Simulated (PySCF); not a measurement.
C4H7O, SMILES [CH2]C(=O)CC, doublet (CAM-B3LYP/def2-SVP optimised geometry):

```
12

C     -1.401    -1.146     0.000
C     -0.722     0.127     0.000
O     -1.361     1.172     0.000
C      0.798     0.127     0.000
C      1.394     1.523     0.006
H     -0.857    -2.094     0.000
H     -2.493    -1.149     0.000
H      1.139    -0.456     0.874
H      1.138    -0.448    -0.880
H      2.493     1.484     0.005
H      1.065     2.094    -0.874
H      1.067     2.086     0.892
```

Method: unrestricted CAM-B3LYP/def2-TZVP in PySCF 2.14.0.

Problem. What are the frontier orbital energies (α orbitals alone; a β orbital can be the lowest empty one) and the dipole moment?

Solution. HOMO-2 -11.28 eV, HOMO-1 -8.99 eV, HOMO -8.87 eV, LUMO 1.48 eV, LUMO+1 1.90 eV; dipole moment 2.99 D.

On the same geometry unrestricted PBE/def2-TZVP (PySCF) gives HOMO-2 -8.35 eV, HOMO-1 -6.18 eV, HOMO -5.82 eV, LUMO -0.80 eV, LUMO+1 0.39 eV; dipole moment 2.78 D.

Meta-Löwdin charges at CAM-B3LYP/def2-TZVP: C1 -0.21, C2 0.34, O3 -0.42, C4 -0.23, C5 -0.32, H6 0.13, H7 0.14, H8 0.12, H9 0.12, H10 0.11, H11 0.12, H12 0.12.
